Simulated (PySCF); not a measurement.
Spectrum to structure. Computed with PySCF, TDDFT wB97X-D/def2-SVPD, vertical, gas phase, core orbitals frozen in the response. Geometries: PBE0-D3(BJ)/def2-SVP, one conformer each. The highest level found (8.92 eV, f 0.133 so far) is left out, since the window may have cut off a degenerate partner.

| state | ν̃ (cm⁻¹) | f | main configurations (H = HOMO, L = LUMO) |
| --- | --- | --- | --- |
| S1 | 64390 | 0.0075 | H-2/H-1/H→L (≥86%) |
| S2 | 64400 | 0.0075 | H-2/H-1/H→L (≥86%) |
| S3 | 64410 | 0.0074 | H-2/H-1/H→L (≥93%) |
| S4 | 70960 | 0.0000 | H-2/H-1/H→L+1/L+2 (≥35%), H-3→L (24%) |
| S5 | 70960 | 0.0000 | H-5→L (21%), H-2/H-1/H→L+3 (≥15%), H-2/H-1/H→L+1/L+2 (≥13%) |
| S6 | 70970 | 0.0000 | H-2/H-1/H→L+3 (≥25%), H-2/H-1/H→L+1/L+2 (≥19%), H-5→L (16%) |
| S7 | 71330 | 0.0000 | H-2/H-1/H→L+1/L+2 (≥43%), H-2/H-1/H→L+3 (≥20%) |
| S8 | 71410 | 0.0000 | H-2/H-1/H→L+1/L+2 (≥28%), H-6→L (25%), H-2/H-1/H→L+3 (≥17%) |
| S9 | 71410 | 0.0000 | H-2/H-1/H→L+3 (≥26%), H-7→L (25%), H-2/H-1/H→L+1/L+2 (≥22%) |

Triplets computed (Tamm–Dancoff): 7.85, 7.85, 7.85 eV.

Question: Which structure fits? All have the formula C10H16.
A. `C1CC([C@@H]2CC23CCC3)C1`
B. `C1C2CC3CC1CC(C2)C3`
C. `C=C1CC[C@H]2C[C@@H]1C2(C)C`

Answer: B. Its S1, at 7.98 eV, is the highest among the candidates; the nearest of the others has S1 at 7.64 eV. Löwdin shares by element: HOMO (one of a set within 0.03 eV) carbon 29% or more, hydrogen 9% or more (atoms not listed hold the other 62%); LUMO carbon 20% or more (atoms not listed hold the other 80%). At the same level the other candidates give, for their lowest levels:
- `C1CC([C@@H]2CC23CCC3)C1`: 7.64 eV (f 0.004); 7.85 eV (f 0.018); 7.91 eV (f 0.015); 7.99 eV (f 0.019); 8.12 eV (f 0.011); T1 7.55 eV; HOMO -9.06, LUMO 2.42 eV
- `C=C1CC[C@H]2C[C@@H]1C2(C)C`: 6.77 eV (f 0.363); 6.97 eV (f 0.020); 7.66 eV (f 0.008); 7.68 eV (f 0.005); 7.74 eV (f 0.004); T1 4.32 eV; HOMO -8.57, LUMO 2.21 eV

Orbitals of the list HOMO-3 to LUMO+2 that lie within 0.01 eV of each other are written together with a slash and their weights summed (≥ marks a lower bound); for degenerate orbitals outside that list single weights are arbitrary.
